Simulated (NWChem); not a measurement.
System: C₃H₇NSi; SMILES C1(=NC[SiH2]1)C

Parts of the log:

```
             Northwest Computational Chemistry Package (NWChem) 7.3.0
             --------------------------------------------------------

 C1  symmetry detected

                             Geometry "geometry" -> ""
                             -------------------------

 Output coordinates in angstroms (scale by  1.889725989 to convert to a.u.)

  No.       Tag          Charge          X              Y              Z
 ---- ---------------- ---------- -------------- -------------- --------------
    1 C                    6.0000     0.37594390     2.14471339     0.00014596
    2 C                    6.0000    -0.02162494     0.71492015     0.00021375
    3 N                    7.0000    -1.23563920     0.30807057    -0.00014886
    4 C                    6.0000    -1.08981837    -1.15730333    -0.00021309
    5 Si                  14.0000     0.83487668    -0.99505584     0.00016006
    6 H                    1.0000    -0.50619814     2.78147738     0.00139956
    7 H                    1.0000     0.98180019     2.36046339     0.87909622
    8 H                    1.0000     0.97863191     2.36075293    -0.88181124
    9 H                    1.0000    -1.57431206    -1.58246921    -0.87744425
   10 H                    1.0000    -1.57114515    -1.58275847     0.88261873
   11 H                    1.0000     1.53051220    -1.38837870    -1.22448184
   12 H                    1.0000     1.53490840    -1.38878087     1.21854419

 Effective nuclear repulsion energy (a.u.)     215.7820662549

                                Z-matrix (autoz)
                                --------

 Units are Angstrom for bonds and degrees for angles

[...]

      ----------------------
      Optimization converged
      ----------------------

  Step       Energy      Delta E   Gmax     Grms     Xrms     Xmax
  ---- ---------------- -------- -------- -------- -------- --------
@    6    -462.13908981 -4.3D-07  0.00008  0.00001  0.00054  0.00124
                                     ok       ok       ok       ok

                                Z-matrix (autoz)
                                --------

 Units are Angstrom for bonds and degrees for angles

[...]
```

Level: PBE-D3(BJ)/def2-SVP. Not confirmed as a minimum by frequencies.

**Question.** Which NWChem input produces such a log?

**Answer.** This is not unique; one that fits is the input that was run:
```
start job
memory heap 200 mb stack 900 mb global 1100 mb
geometry units angstroms
  C      2.198061    -0.053930     0.010033
  C      0.719713    -0.084159    -0.116233
  N      0.094557    -0.615755    -1.099057
  C     -1.317815    -0.384174    -0.752416
  Si    -0.800931     0.511946     0.878711
  H      2.659741    -0.542217    -0.845579
  H      2.543352     0.977215     0.070676
  H      2.501329    -0.561782     0.925385
  H     -1.846235    -1.332990    -0.677883
  H     -1.804232     0.205269    -1.532182
  H     -1.087102    -0.183443     2.132864
  H     -1.028801     1.951712     0.947069
end
basis spherical
  * library def2-svp
end
dft
  xc xpbe96 cpbe96
  disp vdw 4
  iterations 150
end
driver
  maxiter 120
end
task dft optimize
```
